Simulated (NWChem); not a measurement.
Atomisation of trisilylphosphine (H9PSi3)

```xyz
13

Si    -1.0131     0.1730     1.7395
P      0.0356    -0.8540     0.0000
Si    -1.0131     0.1730    -1.7395
Si     1.9994     0.2966     0.0000
H     -2.4207    -0.3177     1.7786
H     -1.0241     1.6642     1.6471
H     -0.3154    -0.2271     2.9953
H     -2.4207    -0.3177    -1.7786
H     -0.3154    -0.2271    -2.9953
H     -1.0241     1.6642    -1.6471
H      2.7636    -0.1032    -1.2165
H      2.7636    -0.1032     1.2165
H      1.8338     1.7816     0.0000
```
Charge 0, spin multiplicity 1.

All runs are NWChem calculations. The geometry was optimised at B3LYP/def2-SVP, held to Cs symmetry and with no frequency check, so it may be a saddle point.

Basis set: def2-SVP. The atomisation energy is electronic alone: no zero-point, thermal, spin-orbit or counterpoise terms. No value is extrapolated to the basis-set limit. Free atoms are single determinants with multiplicities Si 3, P 4, H 2. Correlated methods freeze the same cores in atoms and molecule, 20 orbitals in all.

```json
[
 {"method": "HF", "atomisation energy (kcal/mol)": "662.1"},
 {"method": "B3LYP", "atomisation energy (kcal/mol)": "872.0"},
 {"method": "PBE0", "atomisation energy (kcal/mol)": "867.3"},
 {"method": "PBE", "atomisation energy (kcal/mol)": "867.5"},
 {"method": "MP2", "atomisation energy (kcal/mol)": "811.6"},
 {"method": "r2SCAN", "atomisation energy (kcal/mol)": "881.7"},
 {"method": "M06-2X", "atomisation energy (kcal/mol)": "880.3"},
 {"method": "CAM-B3LYP", "atomisation energy (kcal/mol)": "876.9"}
]
```

The values span 219.6 kcal/mol, from HF (lowest) to r2SCAN (highest). 

B3LYP has NWChem's definition, with VWN1-RPA local correlation. No SCF solution was tested for a lower state. Open-shell Hartree-Fock references start from PBE0 orbitals.
